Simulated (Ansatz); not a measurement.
Born–Oppenheimer molecular dynamics of CH5AlBNS (10 atoms, charge 0, multiplicity 1). It starts from a relaxed structure.

Level of theory: Ansatz 0.2.0, RKS PBE/STO-3G.

```yaml
ensemble: NVE (velocity Verlet)
time_step: 0.5 fs
steps_asked: 600
starting_velocities_drawn_for: 1000 K
seed: 195107
```

First frame:

```xyz
10
Properties=species:S:1:pos:R:3
B -0.792 -0.105 1.973
Al 0.131 -0.077 0.183
S 2.194 -0.453 -0.082
C -0.706 0.308 -1.525
N -0.137 0.427 -2.726
H -1.290 -1.081 2.423
H -0.887 0.855 2.659
H 2.449 -0.648 1.247
H -1.813 0.466 -1.578
H 0.933 0.257 -2.571
```

Q: How far do the bonds stretch over the last three quarters of this one trajectory? (Pairs bonded in most of those frames.)

A: 
```
  bond  mean (Å)  spread (Å)  shortest  longest
B1–Al2     2.013       0.027      1.96     2.06
 B1–H6     1.185       0.011      1.16     1.21
 B1–H7     1.185       0.010      1.17     1.20
Al2–S3     2.122       0.028      2.05     2.18
Al2–C4     1.950       0.053      1.86     2.05
 S3–H8     1.376       0.044      1.31     1.44
 C4–N5     1.340       0.033      1.28     1.39
 C4–H9     1.134       0.061      1.03     1.23
N5–H10     1.099       0.026      1.05     1.14
```

Mean temperature of the second half: 463 K. The conserved energy stayed within 0.45 meV per atom of its start (net change 0.36 meV per atom), so the integration is sound. Over the second half the temperature averaged 0.46 of the 1000 K drawn at the start: a run that starts near a minimum puts about half its kinetic energy into the potential. A run of 0.3 ps of so small a system gives no equilibrium averages. Limits of this set-up: minimal basis.

The run took 20 min on 1 thread of Arm Neoverse V1 (shared host), peak memory 0.092 GiB.
